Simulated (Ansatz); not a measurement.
`[OH][Ga]1[CH2][S]1`. Total charge 0; spin multiplicity 1.

Cartesian coordinates in Å:
```
O -0.800 -1.626 -1.544
Ga -0.385 -0.302 -0.462
C 0.521 0.780 0.843
S -1.050 1.647 0.187
H -0.175 -2.355 -1.509
H 0.457 0.543 1.900
H 1.431 1.313 0.585
```

(1) What are the harmonic wavenumbers in cm⁻¹ at PBE0-D4/def2-TZVP (Ansatz, finite differences of forces, unscaled)? (An estimate is asked.)

(2) Is this a minimum?

(3) Give the ideal-gas thermochemistry at 298.15 K and 1 bar (rigid rotor, harmonic oscillator; point group Cs, symmetry number 1).

(4) And at 400, 500, 600, 800 and 1000 K?

(5) Rotational constants (cm⁻¹)?

Results:

(1) The calculation gave: 137, 150, 308, 391, 505, 661, 685, 767, 871, 950, 991, 1413, 3122, 3208, 3890.

(2) Yes, all 15 modes are real.

(3) Zero-point energy 108.0 kJ/mol; H(298) − E = 125.1 kJ/mol; entropy 319.7 J/(mol·K), of which translation 169.8, rotation 108.7, vibration 41.2; G(298) − E = 29.8 kJ/mol.

(4) 
```json
{"T (K)": "400", "H − E (kJ/mol)": "134.4", "S (J/mol/K)": "346.3", "G − E (kJ/mol)": "-4.2"}
{"T (K)": "500", "H − E (kJ/mol)": "144.6", "S (J/mol/K)": "369.1", "G − E (kJ/mol)": "-40.0"}
{"T (K)": "600", "H − E (kJ/mol)": "155.6", "S (J/mol/K)": "389.1", "G − E (kJ/mol)": "-77.9"}
{"T (K)": "800", "H − E (kJ/mol)": "179.2", "S (J/mol/K)": "423.0", "G − E (kJ/mol)": "-159.2"}
{"T (K)": "1000", "H − E (kJ/mol)": "204.4", "S (J/mol/K)": "451.1", "G − E (kJ/mol)": "-246.7"}
```

(5) 0.3992, 0.08656, 0.07214.
